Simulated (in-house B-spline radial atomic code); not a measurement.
The nickel ion Ni⁴⁺: [Ar] 3d(5 up, 1 down)

All numbers are computed (non-relativistic r2SCAN0, spin-polarised, spherical fractional occupations; point nucleus) with a radial B-spline atomic code at the basis-set limit, not measured.

Effective charges: Z_r = [3n² - l(l+1)]/(2<r>) from the radius, Z_e = n√(-2ε) from the energy, and Slater's rules. Values are occupation-weighted means over spin.

```json
{"shell": "1s", "electrons": "2", "ε (eV)": "-8254.4", "<r> (bohr)": "0.05484", "Z_r": "27.35", "Z_e": "24.63", "Slater": "27.70"}
{"shell": "2s", "electrons": "2", "ε (eV)": "-1052.6", "<r> (bohr)": "0.2476", "Z_r": "24.23", "Z_e": "17.59", "Slater": "23.85"}
{"shell": "2p", "electrons": "6", "ε (eV)": "-924.83", "<r> (bohr)": "0.2165", "Z_r": "23.10", "Z_e": "16.49", "Slater": "23.85"}
{"shell": "3s", "electrons": "2", "ε (eV)": "-178.86", "<r> (bohr)": "0.7368", "Z_r": "18.32", "Z_e": "10.88", "Slater": "16.75"}
{"shell": "3p", "electrons": "6", "ε (eV)": "-138.33", "<r> (bohr)": "0.7615", "Z_r": "16.42", "Z_e": "9.57", "Slater": "16.75"}
{"shell": "3d", "electrons": "6", "ε (eV)": "-73.156", "<r> (bohr)": "0.8301", "Z_r": "12.65", "Z_e": "6.96", "Slater": "8.25"}
```

The least bound orbital is 3d down at -62.91 eV, and it is also the most diffuse (<r> = 0.8675 bohr).

Caution: exact exchange at fractional occupations of open shells leaves self-interaction of up to several eV.
